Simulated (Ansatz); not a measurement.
System: BP2H4, charge 0, doublet. BP2H4 (SMILES P[B]P, doublet).
B3LYP-D3(BJ)/def2-TZVP minimum from Ansatz (a quantum-chemistry and plane-wave program):
```
B
P 1 1.8382
H 2 1.4125 1 102.35
H 2 1.4185 3 97.64 1 106.41
P 1 1.8382 2 144.55 3 166.06
H 5 1.4125 1 102.35 2 -166.06
H 5 1.4185 6 97.64 1 -106.41
```
Charge 0, spin multiplicity 2.

Total energies in cc-pV(D+d)Z, 17 correlated electrons, 11 frozen orbitals. Open shells are spin-unrestricted; no spin-orbit coupling. Cores are frozen in correlated methods. No relativity.

```csv
method,program,energy (Eh),minus CCSDT(Q) (mEh)
HF,Ansatz,-708.43466,378.89
MP2,Ansatz,-708.74300,70.55
CCSD,Ansatz,-708.79810,15.44
CCSD(T),Ansatz,-708.81091,2.64
CCSDT(Q),Ansatz,-708.81355,0.00
```

Rough core times of Ansatz's runs on a shared machine: CCSD(T) under 20 s, CCSDT(Q) 10 min.
